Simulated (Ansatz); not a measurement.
One change: `C[SiH]1[SiH2][Se]1` becomes `C[SiH]1[SiH2]S1`.

Ansatz, PBE0-D4/def2-TZVP geometries, multiplicity 1. 

Scalar relativity is left out up to krypton.

```tsv
property	`C[SiH]1[SiH2][Se]1`
size of the dipole moment (ωB97M-V/def2-TZVPP) / D	2.17
HOMO energy (B3LYP/def2-TZVPP) / eV	-6.62
size of the dipole moment (B3LYP/def2-TZVPP) / D	2.08
LUMO energy (PBE0/def2-TZVPP) / eV	-0.30
HOMO–LUMO gap (PBE/def2-TZVPP) / eV	4.68
HOMO energy (PBE/def2-TZVPP) / eV	-5.81
```

(1) Give the same properties after the change, and the shifts. (Estimate.)

Results:

(1) The calculation gave: 
```json
{"property": "size of the dipole moment (ωB97M-V/def2-TZVPP) / D", "`C[SiH]1[SiH2]S1`": "2.07", "shift": "-0.10"}
{"property": "HOMO energy (B3LYP/def2-TZVPP) / eV", "`C[SiH]1[SiH2]S1`": "-6.83", "shift": "-0.21"}
{"property": "size of the dipole moment (B3LYP/def2-TZVPP) / D", "`C[SiH]1[SiH2]S1`": "2.03", "shift": "-0.05"}
{"property": "LUMO energy (PBE0/def2-TZVPP) / eV", "`C[SiH]1[SiH2]S1`": "-0.17", "shift": "0.13"}
{"property": "HOMO–LUMO gap (PBE/def2-TZVPP) / eV", "`C[SiH]1[SiH2]S1`": "5.02", "shift": "0.34"}
{"property": "HOMO energy (PBE/def2-TZVPP) / eV", "`C[SiH]1[SiH2]S1`": "-6.03", "shift": "-0.22"}
```

With PBE0 the HOMO falls by 0.16 eV and the LUMO rises by 0.13 eV, so the gap widens by about 0.29 eV. PBE moves the HOMO by -0.22 eV and ωB97M-V by -0.03 eV. Dipoles are sizes alone; their direction can turn.

B3LYP here is the variant with VWN-RPA as its local correlation; programs differ in this.

Spin–orbit coupling is left out; it splits and shifts lone-pair levels of the heavy atoms by tenths of an eV.
